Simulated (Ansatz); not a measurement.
Calculated with Ansatz (gas phase, PBE0-D4/def2-TZVP geometries, no zero-point term in ΔE). CCSD(T)/CBS adds triple-zeta CCSD(T) − MP2 to the extrapolated MP2 energy (def2 sets, frozen cores). This one scheme is used for every species, atoms too. Functionals use def2-TZVPP. B3LYP here is the variant with VWN-RPA as its local correlation; programs differ in this. Open shells (•) are unrestricted, without spin–orbit coupling. Spin–orbit coupling would lower the free atoms: a little for Cl, F, Si; clearly for Ge. Bonds to Ge are less sure, by a few kJ/mol each and by 10 to 20 or more in all where they break to atoms, as the def2 sets lack core-valence functions. Scalar relativity is left out up to krypton. Each species was taken in one conformer, which may not be the lowest.

Consider the atomization: `F[SiH](Cl)[NH][GeH3]` → Cl• + F• + Ge• + 5 H• + N• + Si•.

```json
{"level": "PBE-D4", "ΔE (kJ/mol)": "3289.5", "difference from CCSD(T)/CBS": "-17.1"}
{"level": "r2SCAN-D4", "ΔE (kJ/mol)": "3282.8", "difference from CCSD(T)/CBS": "-23.8"}
{"level": "PBE0-D4", "ΔE (kJ/mol)": "3245.5", "difference from CCSD(T)/CBS": "-61.1"}
{"level": "B3LYP-D4", "ΔE (kJ/mol)": "3264.7", "difference from CCSD(T)/CBS": "-41.9"}
{"level": "ωB97X-V", "ΔE (kJ/mol)": "3314.6", "difference from CCSD(T)/CBS": "8.0"}
{"level": "ωB97M-V", "ΔE (kJ/mol)": "3291.1", "difference from CCSD(T)/CBS": "-15.5"}
{"level": "B2PLYP", "ΔE (kJ/mol)": "3239.9", "difference from CCSD(T)/CBS": "-66.7"}
{"level": "PBE", "ΔE (kJ/mol)": "3264.2", "difference from CCSD(T)/CBS": "-42.4"}
{"level": "r2SCAN", "ΔE (kJ/mol)": "3276.7", "difference from CCSD(T)/CBS": "-29.9"}
{"level": "PBE0", "ΔE (kJ/mol)": "3224.0", "difference from CCSD(T)/CBS": "-82.6"}
{"level": "B3LYP", "ΔE (kJ/mol)": "3223.6", "difference from CCSD(T)/CBS": "-83.0"}
{"level": "HF/def2-TZVPP", "ΔE (kJ/mol)": "2372.9", "difference from CCSD(T)/CBS": "-933.7"}
{"level": "MP2/def2-TZVPP", "ΔE (kJ/mol)": "3260.1", "difference from CCSD(T)/CBS": "-46.5"}
{"level": "SCS-MP2/def2-TZVPP", "ΔE (kJ/mol)": "3253.0", "difference from CCSD(T)/CBS": "-53.6"}
{"level": "CCSD/def2-TZVPP", "ΔE (kJ/mol)": "3162.7", "difference from CCSD(T)/CBS": "-143.9"}
{"level": "CCSD(T)/def2-TZVPP", "ΔE (kJ/mol)": "3210.1", "difference from CCSD(T)/CBS": "-96.5"}
{"level": "HF/def2-QZVPP", "ΔE (kJ/mol)": "2381.3", "difference from CCSD(T)/CBS": "-925.3"}
{"level": "MP2/def2-QZVPP", "ΔE (kJ/mol)": "3318.4", "difference from CCSD(T)/CBS": "11.8"}
{"level": "SCS-MP2/def2-QZVPP", "ΔE (kJ/mol)": "3319.8", "difference from CCSD(T)/CBS": "13.2"}
{"level": "HF/CBS(def2)", "ΔE (kJ/mol)": "2382.6", "difference from CCSD(T)/CBS": "-924.0"}
{"level": "MP2/CBS(def2)", "ΔE (kJ/mol)": "3356.6", "difference from CCSD(T)/CBS": "50.0"}
{"level": "CCSD/CBS(def2)", "ΔE (kJ/mol)": "3259.2", "difference from CCSD(T)/CBS": "-47.4"}
{"level": "CCSD(T)/CBS", "ΔE (kJ/mol)": "3306.6", "difference from CCSD(T)/CBS": "0"}
```

Largest T1 diagnostic among the species: 0.012.

The D4 term adds +41.1 kJ/mol with B3LYP and +21.6 kJ/mol with PBE0; it sums over pairs of atoms, weighted by their polarisabilities, and B3LYP, whose exchange is more repulsive, gets the larger term. From PBE to PBE0 (25 % exact exchange), in def2-TZVPP and without D4, ΔE moves by −40.2 kJ/mol: exact exchange takes away binding that semilocal exchange gives to molecules.

For atomizations the MP2-based limit and the directly extrapolated one differ by several kJ/mol either way, and by 10 to 25 for some Ge, Se and Sn compounds, so smaller differences from it don't rank the levels.
